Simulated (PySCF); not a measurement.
C2H3ClF2Si, SMILES F/C=C\[Si@H](F)Cl.

Geometry optimised at PBE0-D3(BJ)/def2-SVP. The structure was generated by enumeration; whether it is a known compound was not checked. The values are those of a single conformer.

Computed with TDDFT-B3LYP/def2-SVPD run with PySCF.

Vertical excitations. Gas-phase values at a fixed geometry.

```json
[
 {"state": "S1", "energy (eV)": "6.50", "λ (nm)": "191", "f": "0.087", "main pairs": "HOMO−1→LUMO 66 %, HOMO→LUMO 29 %"},
 {"state": "S2", "energy (eV)": "6.71", "λ (nm)": "185", "f": "0.242", "main pairs": "HOMO→LUMO 62 %, HOMO−1→LUMO 30 %"},
 {"state": "S3", "energy (eV)": "7.19", "λ (nm)": "173", "f": "0.014", "main pairs": "HOMO→LUMO+1 94 %"},
 {"state": "S4", "energy (eV)": "7.22", "λ (nm)": "172", "f": "0.002", "main pairs": "HOMO−2→LUMO 92 %"},
 {"state": "S5", "energy (eV)": "7.66", "λ (nm)": "162", "f": "0.001", "main pairs": "HOMO−3→LUMO 90 %"},
 {"state": "S6", "energy (eV)": "7.79", "λ (nm)": "159", "f": "0.016", "main pairs": "HOMO→LUMO+2 92 %"},
 {"state": "S7", "energy (eV)": "8.03", "λ (nm)": "154", "f": "0.011", "main pairs": "HOMO−1→LUMO+1 81 %"},
 {"state": "S8", "energy (eV)": "8.07", "λ (nm)": "154", "f": "0.007", "main pairs": "HOMO−4→LUMO 84 %"},
 {"state": "S9", "energy (eV)": "8.08", "λ (nm)": "153", "f": "0.005", "main pairs": "HOMO→LUMO+3 76 %, HOMO→LUMO+4 12 %"},
 {"state": "S10", "energy (eV)": "8.48", "λ (nm)": "146", "f": "0.006", "main pairs": "HOMO−2→LUMO+1 50 %, HOMO−5→LUMO 23 %, HOMO→LUMO+4 14 %"},
 {"state": "T1", "energy (eV)": "4.22", "λ (nm)": "294", "f": "0", "main pairs": "HOMO→LUMO 93 %"},
 {"state": "T2", "energy (eV)": "6.26", "λ (nm)": "198", "f": "0", "main pairs": "HOMO−1→LUMO 85 %"},
 {"state": "T3", "energy (eV)": "6.91", "λ (nm)": "179", "f": "0", "main pairs": "HOMO−2→LUMO 90 %"},
 {"state": "T4", "energy (eV)": "7.03", "λ (nm)": "176", "f": "0", "main pairs": "HOMO→LUMO+1 92 %"}
]
```
Triplets are in the Tamm–Dancoff approximation, which puts them higher than full response would, so one can lie above its singlet here.
